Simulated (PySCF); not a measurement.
Geometry:
```
atom   x (Å)   y (Å)   z (Å)
  F1   1.454  -0.284  -2.635
  C2   0.955  -0.733  -1.447
  C3  -0.257  -0.027  -0.869
  C4  -1.317  -0.811  -0.157
 Si5  -2.495   0.266   0.905
 Cl6  -2.356  -1.653  -1.368
  C7   1.089   0.122  -0.253
  C8   1.955   1.223   0.221
  C9   1.695   0.019   1.094
 H10   1.046  -1.812  -1.389
 H11  -0.625   0.811  -1.451
 H12  -0.851  -1.609   0.424
 H13  -3.462  -0.628   1.532
 H14  -1.675   0.948   1.910
 H15  -3.133   1.231   0.015
 H16   1.486   2.159   0.488
 H17   2.933   1.335  -0.224
 H18   2.497  -0.689   1.244
 H19   1.051   0.140   1.953
```

- NMR shieldings at PBE0/pcSseg-1/GIAO
- GFN2-xTB structure
- code: PySCF
- single conformer, one averaged value for each set of equivalent atoms, isolated molecule, non-relativistic

Scale: TMS for 13C (186.93 ppm) (reference shieldings calculated alike).

Problem. Do the 13C shifts follow the atomic charges (in e)? Tabulate both.

Solution. 
```json
{"atoms": "C2", "hybridisation": "sp3", "δ (ppm)": "83.9", "σ para (ppm)": "-146", "Hirshfeld": "+0.05", "IAO": "+0.16", "Mulliken": "+0.35", "ESP-fitted": "+0.13"}
{"atoms": "C4", "hybridisation": "sp3", "δ (ppm)": "50.2", "σ para (ppm)": "-110", "Hirshfeld": "-0.07", "IAO": "-0.35", "Mulliken": "-0.44", "ESP-fitted": "-0.32"}
{"atoms": "C3", "hybridisation": "sp3", "δ (ppm)": "33.8", "σ para (ppm)": "-97", "Hirshfeld": "-0.06", "IAO": "-0.15", "Mulliken": "-0.18", "ESP-fitted": "-0.20"}
{"atoms": "C7", "hybridisation": "sp3", "δ (ppm)": "23.1", "σ para (ppm)": "-90", "Hirshfeld": "-0.02", "IAO": "-0.04", "Mulliken": "-0.31", "ESP-fitted": "+0.14"}
{"atoms": "C8", "hybridisation": "sp3", "δ (ppm)": "8.0", "σ para (ppm)": "-73", "Hirshfeld": "-0.08", "IAO": "-0.28", "Mulliken": "-0.14", "ESP-fitted": "-0.32"}
{"atoms": "C9", "hybridisation": "sp3", "δ (ppm)": "7.7", "σ para (ppm)": "-72", "Hirshfeld": "-0.08", "IAO": "-0.29", "Mulliken": "-0.17", "ESP-fitted": "-0.29"}
```

Correlation coefficients of δ with charge over these carbons: Hirshfeld +0.76, IAO +0.65, Mulliken +0.57, ESP-fitted +0.50; with the paramagnetic shielding -1.00. With so few points these coefficients are fragile. Charge is one influence among several: hybridisation and low-lying excitations act through the paramagnetic term.

Carbons that carry Cl, above all several Cl atoms, come out too deshielded, partly because spin–orbit coupling is missing. Shifts are as computed. Against solution values, carbons near 30 ppm lie about +3 ppm off and those near 130 ppm about +5 ppm; carbons on Cl a further +6 ppm. Of 1309 compounds with measured shifts, 239 miss one by over three times the rms of a fit or turn the order of signals round; such compounds aren't used in these exercises.
